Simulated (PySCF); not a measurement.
A GIAO shielding run with PySCF 2.14.0 with density-fitted response routines (density fitting, non-relativistic, gas phase) on `C(#N)CC[C@H]([SiH3])C#N`, C5H8N2Si:

```
$ OMP_NUM_THREADS=1 python probes_run.py task.json out

{"job": {"kind": "nmr", "xc": "PBE0", "basis": "pcSseg-1"}, "charge": 0, "multiplicity": 1}
N     -3.175417     1.054803     0.425568
C     -2.524293     0.154323     0.157639
C     -1.670075    -0.949876    -0.198275
C     -0.315077    -0.439746    -0.713170
C      0.462935     0.305392     0.378017
Si     2.090400     1.088688    -0.292766
C      0.785877    -0.590165     1.446544
N      1.057495    -1.331076     2.276179
H     -2.173616    -1.540807    -0.969067
H     -1.524161    -1.579818     0.685137
H      0.271132    -1.292121    -1.064349
H     -0.479629     0.230911    -1.559937
H     -0.169178     1.100095     0.790939
H      2.901352     0.014490    -0.862857
H      1.682162     2.038168    -1.327195
H      2.772493     1.745682     0.816183
```

Hardware: 1 thread of an Intel Xeon, shared host. The job also computes population analyses, field gradients.

**Question.** How large is the calculation?

**Answer.** 66 electrons, 183 basis functions and 960 auxiliary functions.

**Question.** How long does it take, and how much memory does it need?

**Answer.** 64 s of wall time, with 14 SCF cycles and 5 response iterations; peak memory 0.83 GiB. Times on a shared host scatter by some tens of per cent.
